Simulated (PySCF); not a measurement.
## Peak assignment

Numbering as in the mapped SMILES `[SiH3:1][NH:2][C@:3]12[CH2:4][CH2:5][C@H:6]([CH2:7][CH2:8]1)[CH2:9]2`; H(Xn) means a hydrogen on atom n. Ha(C7), Ha(C8) are cis to C5 on the ring; Ha(C4), Ha(C5) are cis to C7 on the ring; Hb(C7), Hb(C8) are trans to C5 on the ring; Hb(C4), Hb(C5) are trans to C7 on the ring.

PySCF calculation with geometry from GFN2-xTB and NMR shieldings at PBE0/pcSseg-1/GIAO; gas phase, one computed conformer, relativity neglected, fast rotation and ring inversion assumed for equivalent nuclei.

δ = σ(ref) − σ, references computed at the same level: TMS for 13C and 1H.

(1) Assign these signals to the numbered atoms. 13C{1H} NMR (computed): δ 65.2 (C), 43.0 (CH2), 41.3 (CH2), 40.7 (CH), 34.0 (CH2).

(2) Assign these signals to the numbered atoms. 1H NMR (400 MHz, computed): δ 4.66 (s, 3H), 2.10 (m, 1H), 1.92 (m, 2H), 1.75 (m, 2H), 1.42 (m, 2H), 1.38 (m, 2H), 1.29 (m, 2H), 0.17 (br s, 1H).

Results:

(1) 
| δ (ppm) | atoms | environment | reason |
| --- | --- | --- | --- |
| 65.2 | C3 | fully substituted sp3 carbon bonded to N | deshielded by the electronegative neighbour |
| 43.0 | C9 | sp3 CH2 in a ring | aliphatic region, no heteroatom directly attached |
| 41.3 | C4/C8 | sp3 CH2 in a ring | – |
| 40.7 | C6 | sp3 CH in a ring | aliphatic region, no heteroatom directly attached |
| 34.0 | C5/C7 | sp3 CH2 in a ring | a saturated carbon with 2 carbon neighbours and no heteroatom attached |

C9 and C4/C8; C4/C8 and C6 lie closer than the usual error of such a calculation, so a measured spectrum could show them in the other order.

(2) 
4.66 → H(Si1), hydrogen on a silicon bonded to N
2.10 → H(C6), hydrogen on an sp3 CH in a ring
1.92 → Hb(C5)/Hb(C7), hydrogen on an sp3 CH2 in a ring: far from electronegative atoms and π systems
1.75 → Hb(C4)/Hb(C8), hydrogen on an sp3 CH2 in a ring
1.42 → Ha(C5)/Ha(C7), hydrogen on an sp3 CH2 in a ring: far from electronegative atoms and π systems
1.38 → H(C9), hydrogen on an sp3 CH2 in a ring
1.29 → Ha(C4)/Ha(C8), hydrogen on an sp3 CH2 in a ring
0.17 → H(N2), hydrogen on a nitrogen bonded to C, Si: exchangeable; this is the value without hydrogen bonding to other molecules

Ha(C5)/Ha(C7) and H(C9); H(C9) and Ha(C4)/Ha(C8) lie closer than the usual error of such a calculation, so a measured spectrum could show them in the other order.

OH/NH shifts are gas-phase values; hydrogen bonding in solution moves them, usually downfield. Shifts are as computed. Against solution values, carbons near 30 ppm lie about +3 ppm off and those near 130 ppm about +5 ppm. Of 1211 compounds with measured shifts, 218 miss one by over three times the rms of a fit or turn the order of signals round; such compounds aren't used in these exercises. Multiplicities follow the n + 1 count of equivalent neighbours, as no J values were calculated; m marks all less simple cases, F and P coupling included.
